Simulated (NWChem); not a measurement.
System: CH$_{5}$NOSi$_{2}$; SMILES O=C=N[SiH2][SiH3]

NWChem input:

```
start job
memory heap 200 mb stack 900 mb global 1100 mb
geometry units angstroms noautosym nocenter noautoz
  O      0.563248    -3.277938     0.002585
  C      0.098007    -2.194202    -0.000865
  N     -0.382265    -1.095209    -0.005112
  Si    -0.968160     0.526231    -0.000290
  Si     0.820746     2.052744     0.000468
  H     -1.821722     0.712967    -1.203561
  H     -1.817882     0.708011     1.206546
  H      1.664206     1.870317    -1.211990
  H      1.669544     1.862638     1.207980
  H      0.282816     3.441959     0.005972
end
basis spherical
  * library 6-31g*
end
dft
  xc b3lyp
  iterations 150
end
cosmo
  do_cosmo_smd true
  solvent toluene
end
task dft energy
```

Geometry: optimised at B3LYP/6-31G* (spherical d). Solvent: toluene.

Level: B3LYP/6-31G* with SMD (1 M gas to 1 M solution), gas-phase geometry. Reactions with the solvent are ignored.

### Question
What results follow from this input? (B3LYP/6-31G* (spherical d), SMD on the gas-phase geometry.) Quantities: solvation free energy (kcal/mol); cavity-dispersion-structure term (kcal/mol); dipole in solution (D).

### Answer
```yaml
solvation free energy (kcal/mol): -1.3
cavity-dispersion-structure term (kcal/mol): -0.4
dipole in solution (D): 2.48
```
